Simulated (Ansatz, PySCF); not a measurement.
Gas-phase reaction in SMILES: N[Si](N)(N)O + H+ -> N[Si](N)([NH3+])O
Structures are relaxed separately at B3LYP-D3(BJ)/def2-TZVP in Ansatz (an electronic-structure program), one conformer each, not searched for the lowest.

Wanted: proton affinity (enthalpy at 298 K, with B3LYP-D3(BJ) rigid-rotor harmonic-oscillator terms from PySCF), positive where the reaction releases energy, in kcal/mol. Valence correlation only, unless marked. No spin-orbit coupling. Non-relativistic unless marked X2C. CBS(X,Y): correlation extrapolated as X^-3; Hartree-Fock from the larger set.

```csv
level,program,proton affinity (kcal/mol)
HF/cc-pwCVTZ,Ansatz,229.3
PBE0/def2-TZVP,Ansatz,225.6
SCS-MP2/STO-3G,Ansatz,298.2
```

### Question
Predict the CCSD(T)/CBS(cc-pV(T+d)Z,cc-pV(Q+d)Z) result (Ansatz).

### Answer
222.8 kcal/mol, so SCS-MP2/STO-3G differs from it by 75.4 kcal/mol.
